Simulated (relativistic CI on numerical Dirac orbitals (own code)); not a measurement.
Line list: Forbidden lines, Mo35+

These numbers are calculated, not measured: Dirac-Coulomb-Breit CI, orbitals from a KLI potential per configuration, model QED, unscaled Slater integrals (own radial code, finite nucleus).

Configurations in the expansion (outside the closed core 1s2): 2s2 2p3, 2s 2p4, 2p5, 2p4 3s, 2p4 3p, 2p4 3d, 2s2 2p2 3s, 2s2 2p2 3p, 2s2 2p2 3d, 2s 2p3 3s, 2s 2p3 3p, 2s 2p3 3d, 2s2 2p2 4s, 2s2 2p2 4p, 2s2 2p2 4d, 2s2 2p2 4f. Levels of other configurations are missing.

```tsv
λ vac (Å)	Lower	Upper	Type	A (s⁻¹)	gf	Branching (%)
4.0142	2s2 2p3 4S°_3/2 [2]	2s 2p3 3d 4D°_7/2 [170]	E2	1.16e+11	2.25e-03	2.4
4.0201	2s2 2p3 2D°_5/2 [3]	2s 2p3 3d 2G°_9/2 [177]	E2	1.98e+11	4.80e-03	46.6
4.0808	2s2 2p3 2D°_5/2 [3]	2s 2p3 3d 2G°_9/2 [156]	E2	1.65e+11	4.11e-03	79.4
4.0931	2s2 2p3 2D°_5/2 [3]	2s 2p3 3d 4F°_9/2 [148]	E2	2.99e+10	7.50e-04	40.5
4.1105	2s2 2p3 2P°_3/2 [1]	2s 2p3 3d 6D°_7/2 [79]	E2	2.74e+10	5.56e-04	2.7
4.3353	2s2 2p3 2P°_3/2 [1]	2s2 2p2 3p 2D°_5/2 [34]	E2	2.35e+10	3.97e-04	3.1
4.3371	2s2 2p3 4S°_3/2 [2]	2s2 2p2 3p 4D°_7/2 [64]	E2	2.54e+10	5.73e-04	11.9
4.3546	2s2 2p3 2P°_3/2 [1]	2s2 2p2 3p 2F°_7/2 [32]	E2	3.47e+10	7.89e-04	26.3
4.3616	2s2 2p3 2D°_5/2 [3]	2s2 2p2 3p 4D°_7/2 [64]	E2	1.89e+10	4.32e-04	8.8
4.3626	2s2 2p3 2P°_3/2 [1]	2s2 2p2 3p 2D°_3/2 [31]	E2	2.71e+10	3.09e-04	10.4
4.3627	2s2 2p3 2D°_5/2 [3]	2s2 2p2 3p 2D°_5/2 [63]	E2	2.34e+10	4.01e-04	8.2
4.3707	2s 2p4 4P_5/2 [6]	2s 2p3 3p 4F_9/2 [123]	E2	4.13e+10	1.18e-03	41.4
4.5117	2s2 2p3 2P°_3/2 [5]	2s2 2p2 3p 2P°_3/2 [70]	E2	4.91e+10	5.99e-04	2.6
4.5280	2s2 2p3 2P°_3/2 [1]	2s2 2p2 3p 4D°_3/2 [18]	E2	3.65e+10	4.48e-04	14.3
4.5375	2s2 2p3 2D°_5/2 [3]	2s2 2p2 3p 2F°_7/2 [32]	E2	2.17e+10	5.36e-04	16.4
4.5642	2s2 2p3 2D°_5/2 [3]	2s2 2p2 3p 2P°_3/2 [28]	E2	4.22e+10	5.27e-04	3.7
4.5814	2s2 2p3 4S°_3/2 [2]	2s2 2p2 3p 4D°_3/2 [26]	E2	4.56e+10	5.74e-04	34.6
4.5872	2s2 2p3 2P°_3/2 [5]	2s2 2p2 3p 2D°_5/2 [60]	E2	4.69e+10	8.87e-04	14.3
4.5927	2s2 2p3 2D°_5/2 [3]	2s2 2p2 3p 2F°_5/2 [27]	E2	4.06e+10	7.70e-04	24.4
4.5929	2s2 2p3 2P°_3/2 [1]	2s2 2p2 3p 4D°_1/2 [17]	E2	6.96e+10	4.40e-04	39.8
```

Terms are leading LS components. Brackets give the number of a level in order of energy, since labels repeat. The list gives strong lines, with weight on those to low levels, among the lowest 200 of 359 levels, so that lines to higher ones, which can be the strongest, are missing. Levels whose partners in the same complex of configurations lie outside the list can be far off, and so can their lines. Rates are taken at the computed energies, electric ones in the length gauge.

At this charge energies of transitions that change n are usually good to better than 1 %, and those within a shell (Δn = 0) to a few per cent.

LS names give the leading component of a level, which can be under half, so a name can repeat, a term be missing and a line seem to break the LS rules.
